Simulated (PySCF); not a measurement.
# Computed records: BH3N

Calculation on a computer-drawn molecule: vertical ionisation energy to the stated ion spin, frozen-core CCSD(T) at the basis limit and cheaper methods, single-reference cases, UHF for radicals, no spin-orbit; all values are single points at the evaluated structure, the first of each entry, which is the reference or a displaced copy of it and isn't optimised; the reference structure only sets the zero of the energies above reference; triples share is (T) over the correlation energy. Program: PySCF 2.14.0.

Common to all runs: charge 1; multiplicity 1; ion multiplicity 2; diffuse functions no; basis cc-pVnZ; reference is the Hartree-Fock double-zeta minimum; best is HF at quadruple zeta + MP2 correlation extrapolated from triple and quadruple zeta + CCSD(T) minus MP2 at triple zeta; basis step is the size of the change from the same recipe one zeta lower.

(1) 
```xyz
5
formula=BH3N ionisation_energy_best=19.86 ionisation_energy_basis_step=0.02689 energy_above_reference_best=8.676 energy_above_reference_basis_step=0.1365 ionisation_energy_Koopmans_at_triple_zeta=20.07 ionisation_energy_EOM_CCSD_at_triple_zeta=19.67 total_energy_HF_triple_zeta=-80.6305 total_energy_CCSD(T)_triple_zeta=-80.9459 total_energy_best=-80.9852 T1_diagnostic_at_triple_zeta=0.01298 D1_diagnostic_at_triple_zeta=0.03417 ion_T1_diagnostic_at_triple_zeta=0.009083 ion_D1_diagnostic_at_triple_zeta=0.02367 ion_spin_squared_at_triple_zeta=0.7585 triples_share_at_triple_zeta=0.03598 basis_functions_triple_zeta=102
B     -0.2215    -0.9848     0.7645
N      0.1167    -2.1056     1.3552
H     -0.5941    -0.0457     0.2913
H      1.0794    -2.4802     1.2970
H     -0.5537    -2.7924     1.9987
```

Units: ionisation_energy_best, ionisation_energy_basis_step, ionisation_energy_Koopmans_at_triple_zeta, ionisation_energy_EOM_CCSD_at_triple_zeta in eV; energy_above_reference_best, energy_above_reference_basis_step in kcal/mol; total_energy_HF_triple_zeta, total_energy_CCSD(T)_triple_zeta, total_energy_best in hartree.

Reference structure:
```xyz
5
BH3N
B     -0.2462    -1.0135     0.7906
N      0.1450    -2.1266     1.3639
H     -0.5951    -0.0203     0.2791
H      1.0895    -2.4819     1.2890
H     -0.4710    -2.7057     1.9199
```

Drawn bonds:
```
atom  other atom  order
   1           2      1
   1           3      1
   2           4      1
   2           5      1
```

Triple zeta:
```
 method  ionisation energy (eV)  energy above reference (kcal/mol)
     HF                      18                              11.07
    PBE                   19.94                              7.318
 r2SCAN                    19.7                               8.37
  B3LYP                   19.85                              8.143
  wB97X                   19.71                              8.975
    MP2                   19.81                              8.626
   CCSD                   19.59                               8.96
CCSD(T)                   19.73                              8.585
```

(2) 
```xyz
5
formula=BH3N ionisation_energy_best=19.74 ionisation_energy_basis_step=0.02502 energy_above_reference_best=15.79 energy_above_reference_basis_step=0.1591 ionisation_energy_Koopmans_at_triple_zeta=19.97 ionisation_energy_EOM_CCSD_at_triple_zeta=19.55 total_energy_HF_triple_zeta=-80.6173 total_energy_CCSD(T)_triple_zeta=-80.9346 total_energy_best=-80.9739 T1_diagnostic_at_triple_zeta=0.01316 D1_diagnostic_at_triple_zeta=0.03457 ion_T1_diagnostic_at_triple_zeta=0.009537 ion_D1_diagnostic_at_triple_zeta=0.02436 ion_spin_squared_at_triple_zeta=0.7595 triples_share_at_triple_zeta=0.03666 basis_functions_triple_zeta=102
B     -0.2215    -0.9848     0.7645
N      0.1167    -2.1056     1.3552
H     -0.5941    -0.0457     0.2913
H      1.0794    -2.4802     1.2970
H     -0.5943    -2.8340     2.0377
```

Units: ionisation_energy_best, ionisation_energy_basis_step, ionisation_energy_Koopmans_at_triple_zeta, ionisation_energy_EOM_CCSD_at_triple_zeta in eV; energy_above_reference_best, energy_above_reference_basis_step in kcal/mol; total_energy_HF_triple_zeta, total_energy_CCSD(T)_triple_zeta, total_energy_best in hartree.

Reference structure:
```xyz
5
BH3N
B     -0.2462    -1.0135     0.7906
N      0.1450    -2.1266     1.3639
H     -0.5951    -0.0203     0.2791
H      1.0895    -2.4819     1.2890
H     -0.4710    -2.7057     1.9199
```

Drawn bonds:
```
atom  other atom  order
   1           2      1
   1           3      1
   2           4      1
   2           5      1
```

Triple zeta:
```
 method  ionisation energy (eV)  energy above reference (kcal/mol)
     HF                   17.87                              19.39
    PBE                   19.81                              13.81
 r2SCAN                   19.58                              15.38
  B3LYP                   19.72                              15.09
  wB97X                   19.58                               16.3
    MP2                   19.69                              15.81
   CCSD                   19.47                              16.24
CCSD(T)                   19.61                              15.69
```
